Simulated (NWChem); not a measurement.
The numbers come from NWChem runs, not from measurements. System: PbS, charge 0, spin multiplicity 1, at a geometry optimised with PBE/def2-SVP with def2 effective core potentials on Pb. The structure started from a generated list of species. Level: HF/def2-SVPD with def2 effective core potentials on Pb.

Input file:

```
start mol
memory heap 200 mb stack 900 mb global 1100 mb
geometry units angstroms nocenter noautoz
  Pb     0.000000     0.000000     0.382158
  S      0.000000     0.000000    -1.958560
  symmetry group C2v
end
basis spherical
  * library def2-svpd
end
ecp
  Pb library def2-ecp
end
dft
  xc hfexch
  semidirect memsize 60000000 filesize 0
  iterations 100
end
property
  dipole
  response 1 0.0
end
task dft property
```

Output (cleaned and shortened):

```
             Northwest Computational Chemistry Package (NWChem) 7.3.0
             --------------------------------------------------------

                                NWChem Input Module
                                -------------------

 Scaling coordinates for geometry "geometry" by  1.889725989
 (inverse scale =  0.529177249)

 Turning off AUTOSYM since
 SYMMETRY directive was detected!

                             Geometry "geometry" -> ""
                             -------------------------

 Output coordinates in angstroms (scale by  1.889725989 to convert to a.u.)

  No.       Tag          Charge          X              Y              Z
 ---- ---------------- ---------- -------------- -------------- --------------
    1 Pb                  82.0000     0.00000000     0.00000000     0.38215800
    2 S                   16.0000     0.00000000     0.00000000    -1.95856000

 Effective nuclear repulsion energy (a.u.)     296.6100789107

            Nuclear Dipole moment (a.u.)
            ----------------------------
        X                 Y               Z
 ---------------- ---------------- ----------------
     0.0000000000     0.0000000000    -0.0000075589

      Symmetry information
      --------------------

 Group name             C2v
 Group number             16
 Group order               4
 No. of unique centers     2

      Symmetry unique atoms

     1    2


 Summary of "ao basis" -> "" (spherical)
 ------------------------------------------------------------------------------
       Tag                 Description            Shells   Functions and Types
 ---------------- ------------------------------  ------  ---------------------
 *                         def2-svpd                  on all atoms

                                 NWChem DFT Module
                                 -----------------

 Summary of "ao basis" -> "ao basis" (spherical)
 ------------------------------------------------------------------------------
       Tag                 Description            Shells   Functions and Types
 ---------------- ------------------------------  ------  ---------------------
 Pb                        def2-svpd                12       32   5s4p3d
 S                         def2-svpd                11       27   5s4p2d

 Summary of "ao basis" -> "ao basis" (spherical)
 ------------------------------------------------------------------------------
       Tag                 Description            Shells   Functions and Types
 ---------------- ------------------------------  ------  ---------------------
 Pb                        def2-svpd                12       32   5s4p3d
 S                         def2-svpd                11       27   5s4p2d

            General Information
            -------------------
          SCF calculation type: DFT
          Wavefunction type:  closed shell.
          No. of atoms     :     2
          No. of electrons :    38
           Alpha electrons :    19
            Beta electrons :    19
          Charge           :     0
          Spin multiplicity:     1
          Use of symmetry is: off; symmetry adaption is: off
          Maximum number of iterations: 100
          AO basis - number of functions:    59
                     number of shells:    23
          Convergence on energy requested:  1.00D-06
          Convergence on density requested:  1.00D-05
          Convergence on gradient requested:  5.00D-04

              XC Information
              --------------
                     Hartree-Fock (Exact) Exchange  1.000

          Convergence Information
          -----------------------
          Convergence aids based upon iterative change in
          total energy or number of iterations.
          Levelshifting, if invoked, occurs when the
          HOMO/LUMO gap drops below (HL_TOL):  1.00D-02
          DIIS, if invoked, will attempt to extrapolate
          using up to (NFOCK): 10 stored Fock matrices.

                    Damping( 0%)  Levelshifting(0.5)       DIIS
                  --------------- ------------------- ---------------
          dE  on:    start            ASAP                start
          dE off:    2 iters        100 iters           100 iters

      Screening Tolerance Information
      -------------------------------
          Density screening/tol_rho:  1.00D-10
          AO Gaussian exp screening on grid/accAOfunc:  14
          CD Gaussian exp screening on grid/accCDfunc:  20
          XC Gaussian exp screening on grid/accXCfunc:  20
          Schwarz screening/accCoul:  1.00D-08

      Superposition of Atomic Density Guess
      -------------------------------------

 Sum of atomic energies:        -616.71152868

      Non-variational initial energy
      ------------------------------

 Total energy =    -589.156190
 1-e energy   =   -1043.722595
 2-e energy   =     374.988091
 HOMO         =      -0.290927
 LUMO         =      -0.045048

------------------------------------------------------------
EAF file 0: "./mol.aoints.0" size=524288 bytes
------------------------------------------------------------
               write      read    awrite     aread      wait
               -----      ----    ------     -----      ----
     calls:        1         0         0         0         0
   data(b): 5.24e+05  0.00e+00  0.00e+00  0.00e+00
   time(s): 0.00e+00  0.00e+00  0.00e+00  0.00e+00  0.00e+00
rate(mb/s): 0.00e+00  0.00e+00
------------------------------------------------------------

   convergence    iter        energy       DeltaE   RMS-Dens  Diis-err    time
 ---------------- ----- ----------------- --------- --------- ---------  ------
 d= 0,ls=0.0,diis     1   -589.1798664501 -6.69D+02  2.43D-02  3.92D-01     0.5
 d= 0,ls=0.0,diis     2   -589.1679659211  1.19D-02  1.18D-02  5.60D-01     0.5
 d= 0,ls=0.0,diis     3   -589.2775668226 -1.10D-01  1.90D-03  1.63D-03     0.5
 d= 0,ls=0.0,diis     4   -589.2781543294 -5.88D-04  4.94D-04  1.43D-04     0.5
 d= 0,ls=0.0,diis     5   -589.2782103267 -5.60D-05  1.61D-04  1.60D-05     0.5
  Resetting Diis
 d= 0,ls=0.0,diis     6   -589.2782175011 -7.17D-06  9.00D-05  3.51D-06     0.5
 d= 0,ls=0.0,diis     7   -589.2782197923 -2.29D-06  2.64D-05  4.91D-07     0.5
 d= 0,ls=0.0,diis     8   -589.2782201169 -3.25D-07  2.40D-05  1.67D-07     0.5
 d= 0,ls=0.0,diis     9   -589.2782202808 -1.64D-07  1.61D-05  7.68D-08     0.5
 d= 0,ls=0.0,diis    10   -589.2782203186 -3.78D-08  1.59D-06  1.15D-09     0.5

         Total DFT energy =     -589.278220318589
      One electron energy =    -1044.478795308037
           Coulomb energy =      415.654009860786
    Exchange-Corr. energy =      -40.031748725417
 Nuclear repulsion energy =       79.578313854080

 Numeric. integr. density =        0.000000000000

     Total iterative time =      0.3s

                       DFT Final Molecular Orbital Analysis
                       ------------------------------------

 Vector   17  Occ=2.000000D+00  E=-3.469419D-01
              MO Center=  1.5D-14, -6.7D-15, -7.5D-01, r^2= 4.1D+00
   Bfn.  Coefficient  Atom+Function         Bfn.  Coefficient  Atom+Function
  ----- ------------  ---------------      ----- ------------  ---------------
    46      0.461665  2 S  pz                14     -0.390423  1 Pb pz
    43      0.336530  2 S  pz                 4     -0.252500  1 Pb s
     3     -0.217212  1 Pb s                 40      0.194955  2 S  pz
    17     -0.176471  1 Pb pz                 1      0.158761  1 Pb s
    11      0.147837  1 Pb pz                 8      0.145363  1 Pb pz

 Vector   18  Occ=2.000000D+00  E=-3.317017D-01
              MO Center=  6.3D-15, -1.4D-14, -1.6D+00, r^2= 2.3D+00
   Bfn.  Coefficient  Atom+Function         Bfn.  Coefficient  Atom+Function
  ----- ------------  ---------------      ----- ------------  ---------------
    45      0.445237  2 S  py                44      0.341348  2 S  px
    42      0.303124  2 S  py                41      0.232395  2 S  px
    39      0.174702  2 S  py                13      0.160769  1 Pb py
    38      0.133938  2 S  px                12      0.123256  1 Pb px
    48      0.088185  2 S  py                16      0.084565  1 Pb py

 Vector   19  Occ=2.000000D+00  E=-3.317017D-01
              MO Center= -7.6D-15,  8.8D-15, -1.6D+00, r^2= 2.3D+00
   Bfn.  Coefficient  Atom+Function         Bfn.  Coefficient  Atom+Function
  ----- ------------  ---------------      ----- ------------  ---------------
    44      0.445237  2 S  px                45     -0.341348  2 S  py
    41      0.303124  2 S  px                42     -0.232395  2 S  py
    38      0.174702  2 S  px                12      0.160769  1 Pb px
    39     -0.133938  2 S  py                13     -0.123256  1 Pb py
    47      0.088185  2 S  px                15      0.084565  1 Pb px

 Vector   20  Occ=0.000000D+00  E=-2.238087D-03
              MO Center=  2.2D-14,  3.8D-16,  3.8D-01, r^2= 5.0D+00
   Bfn.  Coefficient  Atom+Function         Bfn.  Coefficient  Atom+Function
  ----- ------------  ---------------      ----- ------------  ---------------
    15      0.550430  1 Pb px                16     -0.390322  1 Pb py
    12      0.308329  1 Pb px                44     -0.252562  2 S  px
    13     -0.218642  1 Pb py                45      0.179097  2 S  py
    31     -0.160841  1 Pb d  1              41     -0.136929  2 S  px
     9     -0.125344  1 Pb px                 6     -0.122701  1 Pb px

 Vector   21  Occ=0.000000D+00  E=-2.238087D-03
              MO Center=  2.0D-14,  3.1D-14,  3.8D-01, r^2= 5.0D+00
   Bfn.  Coefficient  Atom+Function         Bfn.  Coefficient  Atom+Function
  ----- ------------  ---------------      ----- ------------  ---------------
    16      0.550430  1 Pb py                15      0.390322  1 Pb px
    13      0.308329  1 Pb py                45     -0.252562  2 S  py
    12      0.218642  1 Pb px                44     -0.179097  2 S  px
    29      0.160841  1 Pb d -1              42     -0.136929  2 S  py
    10     -0.125344  1 Pb py                 7     -0.122701  1 Pb py

 Vector   22  Occ=0.000000D+00  E= 4.956270D-02
              MO Center= -1.6D-14,  3.7D-15,  1.9D+00, r^2= 1.1D+01
   Bfn.  Coefficient  Atom+Function         Bfn.  Coefficient  Atom+Function
  ----- ------------  ---------------      ----- ------------  ---------------
     5      3.582657  1 Pb s                 37     -2.345595  2 S  s
     4     -1.123018  1 Pb s                 49     -0.931048  2 S  pz
    17     -0.896438  1 Pb pz                30      0.362207  1 Pb d  0
     1      0.180512  1 Pb s                  3     -0.131201  1 Pb s
    36      0.122137  2 S  s                 43      0.093807  2 S  pz

 center of mass
 --------------
 x =   0.00000000 y =   0.00000000 z =   0.13278719

 moments of inertia (a.u.)
 ------------------
         542.204032783660           0.000000000000           0.000000000000
           0.000000000000         542.204032783660           0.000000000000
           0.000000000000           0.000000000000           0.000000000000

     Multipole analysis of the density
     ---------------------------------

     L   x y z        total         alpha         beta         nuclear
     -   - - -        -----         -----         ----         -------
     0   0 0 0      0.000000    -19.000000    -19.000000     38.000000

     1   1 0 0     -0.000000     -0.000000     -0.000000      0.000000
     1   0 1 0      0.000000      0.000000      0.000000      0.000000
     1   0 0 1      2.181855     22.756148     22.756148    -43.330442

     2   2 0 0    -30.117035    -15.058517    -15.058517      0.000000
     2   1 1 0      0.000000      0.000000      0.000000      0.000000
     2   1 0 1      0.000000      0.000000      0.000000      0.000000
     2   0 2 0    -30.117035    -15.058517    -15.058517      0.000000
     2   0 1 1     -0.000000     -0.000000     -0.000000      0.000000
     2   0 0 2    -37.560861   -134.104918   -134.104918    230.648975

 *** CALLING NEW AORESP DRIVER FOR CLOSED AND OPEN SHELLS ***
 Entering AOResponse driver routine

--------------------------------------------------------------------------------

          ****************
          *** RESPONSE ***
          ****************

 Response module for NWChem and dynamic CPKS solver

          -----------------------------------------------
          Solving response equations for perturbing field
          -----------------------------------------------

 number of frequencies:     1
 frequency in a.u.:  0.0000000E+00
 Perturbing field: electric
 Using El. Dipole Length Gauge

 Setting up CPKS with frequency omega =      0.00000000 a.u.

 STATIC response

                                NWChem CPHF Module
                                ------------------

  scftype          =     RHF
  nclosed          =       19
  nopen            =        0
  variables        =      760
  # of vectors     =        3
  tolerance        = 0.10D-03
  level shift      = 0.00D+00
  max iterations   =       50
  max subspace     =       30

 SCF residual:    1.1678609908186232E-005

Iterative solution of linear equations
  No. of variables      760
  No. of equations        3
  Maximum subspace       30
        Iterations       50
       Convergence  1.0D-04

   iter   nsub   residual    time
   ----  ------  --------  ---------
     1      3    3.39D+00       1.7
     2      6    1.27D+00       2.6
     3      9    1.44D-01       3.5
     4     12    3.92D-02       4.4
     5     15    1.68D-02       5.3
     6     18    4.00D-03       6.8
     7     21    1.46D-03       7.7
     8     24    2.02D-04       8.6
     9     27    4.34D-05       9.5

 Electric Dipole Response Matrix (nonzero elements):

              1        2        3
    1   52.9150  -0.0000  -0.0000
    2   -0.0000  52.9150   0.0000
    3   -0.0000   0.0000  96.3362

 ------------------------------------------
 average:        67.38874 + I       0.00000

 DFT Linear Response polarizability / au
 Frequency  =       0.0000000 / au
 Wavelength = -999999.0000000 / nm
              X              Y              Z
 -----------------------------------------------
 X      52.9150346     -0.0000000     -0.0000000
 Y      -0.0000000     52.9150346      0.0000000
 Z      -0.0000000      0.0000000     96.3361509
 -----------------------------------------------
 Eigenvalues =      52.9150346     52.9150346     96.3361509
 Isotropic   =      67.3887400
 Anisotropic =      43.4211164
 -----------------------------------------------

 Magnetic Dipole Response Matrix (nonzero elements):
 Optical rotation tensor Beta

 *** static G'=0. Use GPRIME input with finite omega
 *** or better ORBETA without GPRIME for small or zero freq.

 zero matrix

 ------------------------------------------
 average:         0.00000 + I       0.00000

 Exiting AOResponse driver routine

          -------------
          Dipole Moment
          -------------

 Center of charge (in au) is the expansion point
         X =       0.0000000 Y =       0.0000000 Z =      -1.1402748

   Dipole moment        2.1818549374 A.U.
             DMX       -0.0000000000 DMXEFC        0.0000000000
             DMY        0.0000000000 DMYEFC        0.0000000000
             DMZ        2.1818549374 DMZEFC        0.0000000000
   -EFC- dipole         0.0000000000 A.U.
   Total dipole         2.1818549374 A.U.

   Dipole moment        5.5457639987 Debye(s)
             DMX       -0.0000000000 DMXEFC        0.0000000000
             DMY        0.0000000000 DMYEFC        0.0000000000
             DMZ        5.5457639987 DMZEFC        0.0000000000
   -EFC- dipole         0.0000000000 DEBYE(S)
   Total dipole         5.5457639987 DEBYE(S)

 1 a.u. = 2.541766 Debyes

 Task  times  cpu:        9.5s     wall:        9.5s

 Total times  cpu:        9.6s     wall:        9.6s
```
